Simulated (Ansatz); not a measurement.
C₃H₆O, charge -1, doublet, at a GFN2-xTB geometry (a state made from the parent by changing its charge; the spin is typed, not shown lowest) (a gas-phase anion, which may not be bound at this level); HF/pcseg-1 (Ansatz, a first-principles code).

Ansatz was given this input:
Ansatz 0.2 input:
```yaml
crystal:
  periodic: [false, false, false]
  atoms:
    - {symbol: C, position_ang: [-1.23000776, -0.01815569, -0.70402132]}
    - {symbol: C, position_ang: [-0.02294410, 0.16394531, 0.20501992]}
    - {symbol: C, position_ang: [1.28866707, 0.16312758, -0.56711666]}
    - {symbol: O, position_ang: [-0.05904402, -0.27027316, 1.44413418]}
    - {symbol: H, position_ang: [-1.22558377, -0.97844920, -1.26463982]}
    - {symbol: H, position_ang: [-1.27877931, 0.78009714, -1.45933864]}
    - {symbol: H, position_ang: [-2.14688240, 0.00862961, -0.11403996]}
    - {symbol: H, position_ang: [2.12329948, 0.31597875, 0.11806931]}
    - {symbol: H, position_ang: [1.48188848, -0.78357711, -1.11747293]}
    - {symbol: H, position_ang: [1.30411841, 0.96600290, -1.31894310]}
basis:
  gaussian:
    orbitals: pcseg-1.json
    fitting: {mean_field: cc-pVTZ-JKFIT}
hamiltonian:
  xc: hf
total_charge: -1
magnetization: {spin_polarized: true, initial_magnetization: 1}
```
The basis file holds pcseg-1 in the JSON format of the Basis Set Exchange.

Output, abridged:

```
Functional definition: HF
496 factors; integrals over basis functions are off by at most 1.5e-1 eV
mean field evaluation 1: about -5217.1375 eV, gradient 2.1e1 eV
mean field evaluation 2: about -5219.2468 eV, gradient 1.2e1 eV
mean field evaluation 4: about -5219.9330 eV, gradient 1.0e0 eV
mean field evaluation 8: about -5219.9613 eV, gradient 1.8e-5 eV
mean field -5219.96129760 eV, -191.8300394701 hartree, gradient 1.8e-5 eV, S^2 0.766822; 0 other end points of the search recorded, 0 dependent functions left out
reference -5219.96129760 eV, -191.8300394701 hartree; 17, 16 occupied and 69, 70 virtual orbitals, 496 factors
Total energy: -5219.96129760 eV, -191.8300394701 hartree
```
